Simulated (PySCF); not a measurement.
Compound: C4H7FO2Si.
Geometry (GFN2-xTB, Å), atoms numbered from 1 in this order:
```
atom  x, y, z in Å
O1     2.560    1.045    0.976
C2     1.621    0.573    0.392
C3     1.305   -0.912    0.348
O4     0.400   -1.199   -0.690
C5    -0.661   -0.249   -0.773
C6    -1.722   -0.478    0.297
F7    -1.367    0.161    1.469
Si8    0.222    1.453   -0.600
H9     0.893   -1.182    1.333
H10    2.200   -1.511    0.171
H11   -1.119   -0.438   -1.745
H12   -1.835   -1.540    0.536
H13   -2.681   -0.051   -0.008
H14   -0.519    2.434    0.176
H15    0.699    1.903   -1.904
```

Computed, not measured: TDDFT CAM-B3LYP/def2-SVPD, vertical, gas phase, core orbitals frozen in the response (PySCF).

Ground-to-excited transition dipoles (e·a0, same axes as the geometry; the sign carries no meaning), for the states with f of 0.002 or more among the lowest 8:

| state | E (hartree) | μx | μy | μz |
| --- | --- | --- | --- | --- |
| S2 | 0.2148 | 0.006 | 0.117 | -0.153 |
| S3 | 0.2235 | 0.335 | -0.462 | 0.303 |
| S4 | 0.2384 | -0.148 | 0.090 | -0.055 |
| S5 | 0.2515 | -0.426 | 0.350 | -0.267 |
| S6 | 0.2577 | -0.287 | -0.110 | -0.273 |
| S7 | 0.2687 | 0.191 | -0.187 | 0.211 |
| S8 | 0.2758 | 0.120 | 0.151 | 0.055 |

**Question.** What oscillator strength does each state have?

**Answer.** f = (2/3) ΔE |μ|² with ΔE in hartree (27.2114 eV).

| state | \|μ\|² (au) | \|μ\| (D) | f |
| --- | --- | --- | --- |
| S2 | 0.037 | 0.49 | 0.005 |
| S3 | 0.417 | 1.64 | 0.062 |
| S4 | 0.033 | 0.46 | 0.005 |
| S5 | 0.376 | 1.56 | 0.063 |
| S6 | 0.168 | 1.04 | 0.029 |
| S7 | 0.116 | 0.87 | 0.021 |
| S8 | 0.040 | 0.51 | 0.007 |

**Question.** Which bond between heavy atoms lies closest to the direction of the S5 transition dipole?

**Answer.** C2–Si8, at 8° from it; next O4–C5 at 23°.

**Question.** What angle do the transition dipoles of S3 and S6 make?

**Answer.** |cos θ| = |μa·μb| / (|μa| |μb|) = 0.48, so θ ≈ 61° (taken between 0 and 90°, since the signs are arbitrary).

**Question.** How is the summed strength of these states shared among x, y and z?

**Answer.** (2/3) Σ ΔE μα² gives 0.074 for x, 0.068 for y and 0.051 for z, 0.193 in all.

One conformer stands for the species.
